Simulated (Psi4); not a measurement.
CHO (SMILES [CH]=O), doublet, at a GFN2-xTB geometry, with bond 2-1 at 1.3 times its length; CAM-B3LYP/6-31G** run with Psi4 1.11.

Psi4 was given this input:
```
memory 2 GB

molecule {
0 2
C     0.05077793    0.58558918    0.01134278
O     0.07033488   -0.94802312   -0.02083489
H    -0.83124157    1.23936563    0.03921745
}

set {
  basis 6-31g**
  reference uks
  basis_guess sto-3g
}

energy('cam-b3lyp')
print_variables()
```

The log (banner, timings and long lists left out):

```
  //>>>>>>>>>>>>>>>>>>>>>>>>>>>>>>>>>>>//
  //      Guess SCF, STO-3G Basis      //
  //<<<<<<<<<<<<<<<<<<<<<<<<<<<<<<<<<<<//

   => Loading Basis Set <=

    Name: STO-3G
    Role: ORBITAL
    Keyword: BASIS

         ---------------------------------------------------------
                           SCF Castup computation
         ---------------------------------------------------------
                                   SCF
               by Justin Turney, Rob Parrish, Andy Simmonett
                          and Daniel G. A. Smith
                              UKS Reference
         ---------------------------------------------------------

  ==> Geometry <==

    Molecular point group: cs
    Full point group: Cs

    Geometry (in Angstrom), charge = 0, multiplicity = 2:

       Center              X                  Y                   Z               Mass
    ------------   -----------------  -----------------  -----------------  -----------------
         C            0.823234726699    -0.019866577840     0.000000000000    12.000000000000
         O           -0.710715073253    -0.039426094178     0.000000000000    15.994914619570
         H            1.477449108237     0.862268664156     0.000000000000     1.007825032230

  Running in cs symmetry.

  Rotational constants: A =     26.08943  B =      0.90903  C =      0.87843 [cm^-1]
  Rotational constants: A = 782141.42536  B =  27252.10815  C =  26334.53547 [MHz]
  Nuclear repulsion =   21.237324681482633

  Charge       = 0
  Multiplicity = 2
  Electrons    = 15
  Nalpha       = 8
  Nbeta        = 7

  ==> Algorithm <==

  SCF Algorithm Type is DF.
  DIIS enabled.
  MOM disabled.
  Fractional occupation disabled.
  Guess Type is SAD.
  Energy threshold   = 1.00e-06
  Density threshold  = 1.00e-06
  Integral threshold = 1.00e-12

  ==> Primary Basis <==

  Basis Set: STO-3G
    Blend: STO-3G
    Number of shells: 7
    Number of basis functions: 11
    Number of Cartesian functions: 11
    Spherical Harmonics?: true
    Max angular momentum: 1

  ==> DFT Potential <==

   => LibXC <=

    Version 7.1.2
    S. Lehtola, C. Steigemann, M. J. T. Oliveira, and M. A. L. Marques,  SoftwareX 7, 1–5 (2018) (10.1016/j.softx.2017.11.002)

   => Composite Functional: CAM-B3LYP <=

    CAM-B3LYP Hyb-GGA Exchange-Correlation Functional

    T. Yanai, D. P. Tew, and N. C. Handy,  Chem. Phys. Lett. 393, 51 (2004) (10.1016/j.cplett.2004.06.011)

    Deriv               =              1
[...]
   @DF-UKS iter  89:  -112.15545958976924   -3.52093e-06   2.73861e-04 DIIS/ADIIS
   @DF-UKS iter  90:  -112.15546842161979   -8.83185e-06   2.79576e-04 DIIS/ADIIS
   @DF-UKS iter  91:  -112.15544081593609    2.76057e-05   3.28730e-04 DIIS/ADIIS
   @DF-UKS iter  92:  -112.15543830809021    2.50785e-06   3.39303e-04 DIIS/ADIIS
   @DF-UKS iter  93:  -112.15543203624004    6.27185e-06   3.66379e-04 DIIS/ADIIS
   @DF-UKS iter  94:  -112.15542835475526    3.68148e-06   3.82609e-04 DIIS/ADIIS
   @DF-UKS iter  95:  -112.15542944817925   -1.09342e-06   3.74654e-04 DIIS/ADIIS
   @DF-UKS iter  96:  -112.15543529889304   -5.85071e-06   3.45257e-04 DIIS/ADIIS
   @DF-UKS iter  97:  -112.15543548055547   -1.81662e-07   3.44814e-04 DIIS/ADIIS
   @DF-UKS iter  98:  -112.15543442728409    1.05327e-06   3.49738e-04 DIIS/ADIIS
   @DF-UKS iter  99:  -112.15545489022475   -2.04629e-05   2.62587e-04 DIIS/ADIIS
   @DF-UKS iter 100:  -112.15544220563208    1.26846e-05   2.94777e-04 DIIS/ADIIS

PsiException: Could not converge SCF iterations in 100 iterations.

  Failed to converge.

Traceback (most recent call last):
  File "psi4", line 375, in <module>
  File "<string>", line 25, in <module>
  File "site-packages/psi4/driver/driver.py", line 533, in energy
  File "site-packages/psi4/driver/procrouting/proc.py", line 2760, in run_scf
  File "site-packages/psi4/driver/procrouting/proc.py", line 1917, in scf_helper
  File "site-packages/psi4/driver/procrouting/scf_proc/scf_iterator.py", line 93, in scf_compute_energy
  File "site-packages/psi4/driver/procrouting/scf_proc/scf_iterator.py", line 86, in scf_compute_energy
  File "site-packages/psi4/driver/procrouting/scf_proc/scf_iterator.py", line 609, in scf_iterate

psi4.driver.p4util.exceptions.SCFConvergenceError: Could not converge SCF iterations in 100 iterations.

Printing out the relevant lines from the Psithon --> Python processed input file:
    """)
    core.IO.set_default_namespace("")
    core.set_global_option("BASIS", "6-31g**")
    core.set_global_option("REFERENCE", "uks")
    core.set_global_option("BASIS_GUESS", "sto-3g")
--> energy('cam-b3lyp')
    print_variables()

!-------------------------------------------------------!
!                                                       !
!  Could not converge SCF iterations in 100 iterations. !
!                                                       !
!-------------------------------------------------------!
```

The run did not converge; its last values are not results.
